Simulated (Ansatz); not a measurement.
Energy profile

The step: Si₂H₄Cl₂ ([SiH3][SiH]([Cl])[Cl]) → SiCl₂ + SiH₄; bonds formed: Si2–H3; bonds broken: Si1–Si2, Si1–H3 (atoms numbered as in the saddle structure below).

| atom | x (Å) | y (Å) | z (Å) |
| --- | --- | --- | --- |
| Si1 | -0.2828 | 1.2652 | 0.0045 |
| Si2 | 0.4315 | -0.9278 | -0.5142 |
| H3 | -0.2298 | -0.1736 | 0.9103 |
| Cl4 | -2.2989 | 1.5286 | 0.3566 |
| Cl5 | 0.7474 | 2.3455 | 1.4322 |
| H6 | -0.8417 | -1.3637 | -1.1303 |
| H7 | 1.5240 | -0.7329 | -1.5071 |
| H8 | 0.9503 | -1.9413 | 0.4480 |

Electronic energies by CCSD(T) at an estimated basis limit (MP2 extrapolated from triple and quadruple zeta, plus CCSD(T) − MP2 in triple zeta), on PBE0-D4/def2-TZVP structures; Si$_{2}$H$_{4}$Cl$_{2}$, closed shell; no counterpoise correction. Program: Ansatz 0.2.0. Basis: def2-TZVPP and def2-QZVPP. Cores are frozen in the correlated methods. Extrapolation: Hartree–Fock as exp(−7.88 √X), correlation as X^−2.97.

Give the profile in kcal/mol, counted from the start structure. (To be estimated.)

Computed:
```tsv
point	kcal/mol
start structure	0.00
saddle	52.25
end structure	33.81
separated: SiCl$_{2}$ (linked as [Cl][Si][Cl]; Si1, Cl4, Cl5; singlet) + SiH$_{4}$ (Si2, H3, H6, H7, H8; singlet)	34.65
```

The T1 diagnostic stays at or below 0.013. The restricted Hartree–Fock reference is unstable towards an unrestricted one at one or more of these structures.

Losses and insertions of silylenes and their heavier kin drive the gas-phase chemistry of silicon and germanium vapour deposition.

For scale, one of the runs: CCSD(T)/def2-TZVPP, 224 basis functions, launched by `ansatz run in.yaml --threads 4 --pin off --events-out ev --progress --plain --max-ram 9574MiB`. Time: 72 s of wall clock on 4 CPU threads of an Arm Neoverse V1; the host was shared. Peak host memory: 3.1 GiB.
